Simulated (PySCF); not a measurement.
SMILES C=C[SiH2][SiH2]Br (GFN2-xTB optimised geometry):

```
12

C      0.521    -1.986     0.033
C      1.288    -0.907     0.052
Si     0.677     0.871     0.000
Si    -1.634     0.871     0.000
Br    -2.361     2.987     0.000
H      0.922    -2.987     0.062
H     -0.556    -1.923    -0.014
H      2.361    -1.045     0.100
H      1.219     1.586     1.164
H      1.221     1.519    -1.202
H     -2.310     0.325    -1.176
H     -2.307     0.324     1.177
```

Level of theory: B3LYP/def2-TZVP (PySCF).

Task: What are the frontier orbital energies and the dipole moment?

Result: HOMO-2 -8.09 eV, HOMO-1 -7.90 eV, HOMO -7.66 eV, LUMO -1.05 eV, LUMO+1 -0.92 eV; dipole moment 2.61 D.

Meta-Löwdin charges at B3LYP/def2-TZVP: C1 -0.22, C2 -0.33, Si3 0.42, Si4 0.41, Br5 -0.29, H6 0.12, H7 0.11, H8 0.12, H9 -0.09, H10 -0.09, H11 -0.08, H12 -0.08.
